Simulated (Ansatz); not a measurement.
Calculated with Ansatz (gas phase, PBE0-D4/def2-TZVP geometries, no zero-point term in ΔE). CCSD(T)/CBS is the MP2 limit (def2-TZVPP, def2-QZVPP) plus CCSD(T) − MP2 in def2-TZVPP, frozen cores. This one scheme is used for every species, atoms too. Functionals use def2-TZVPP. HSE06 is defined as in plane-wave codes. No spin–orbit coupling; open shells (•) take unrestricted orbitals. Spin–orbit coupling would lower the free atoms: a little for Cl. Elements past krypton have def2 core potentials. Bonds to I are less sure, by a few kJ/mol each and by 10 to 20 or more in all where they break to atoms, as the def2 sets lack core-valence functions.

Reaction (homolysis of the Cl–Si bond): `F[Si](F)(Cl)I` → Cl• + `F[Si](F)I`•

`F[Si](F)(Cl)I`:

```xyz
5

F     0.919    0.760   -1.135
Si   -0.033    0.022   -0.122
F    -0.900   -0.999   -0.951
Cl   -1.261    1.380    0.716
I     1.275   -1.163    1.492
```

`F[Si](F)I`•:

Z-matrix (Å, degrees):
```
Si
F 1 1.588
I 1 2.438 2 109.7
F 1 1.588 2 106.0 3 -118.4
```

| level | ΔE (kJ/mol) | difference from CCSD(T)/CBS |
| --- | --- | --- |
| LDA (SPW92) | 522.0 | 40.1 |
| B97M-V | 481.3 | -0.6 |
| revPBE | 431.5 | -50.4 |
| PBE0 | 458.8 | -23.1 |
| r2SCANh | 461.2 | -20.7 |
| r2SCAN0 | 459.2 | -22.7 |
| HSE06 | 459.2 | -22.7 |
| HF/def2-TZVPP | 359.1 | -122.8 |
| MP2/def2-TZVPP | 486.9 | 5.0 |
| SCS-MP2/def2-TZVPP | 474.3 | -7.6 |
| CCSD(T)/CBS | 481.9 | 0 |

(1) What do rigid-rotor, harmonic-oscillator terms from PBE0-D4/def2-TZVP frequencies (298.15 K, 1 bar) make of the CCSD(T)/CBS value? (Best estimate.)

Largest T1 diagnostic among the species: 0.013.

Answers

(1) The calculation gave: ΔZPE = -6.7 kJ/mol, ΔH = +478.1 kJ/mol, ΔS = 145 J/(mol·K), ΔG = +435.0 kJ/mol. Open shells count their whole term as degenerate.

From BLYP to BHLYP (50 % exact exchange), in def2-TZVPP and without D4, ΔE moves by +17.3 kJ/mol. At CCSD(T), def2-SVP lies −46.5 kJ/mol from the extrapolated value and def2-TZVPP −18.0 kJ/mol: correlation converges slowly with the basis, and small sets miss more of it in the bonded molecule than in its fragments. Leaving LDA and LC-ωPBE aside and taking each functional with its dispersion term where it has one, the values, not all of them listed here, spread over 41.5 kJ/mol, from BLYP-D4 to ωB97M-V. LDA lies +67.9 kJ/mol from PBE without D4, its usual overbinding.

CCSD(T)/CBS has its own doubt, a few kJ/mol and more with outer-core shells, so smaller differences from it don't rank the levels.
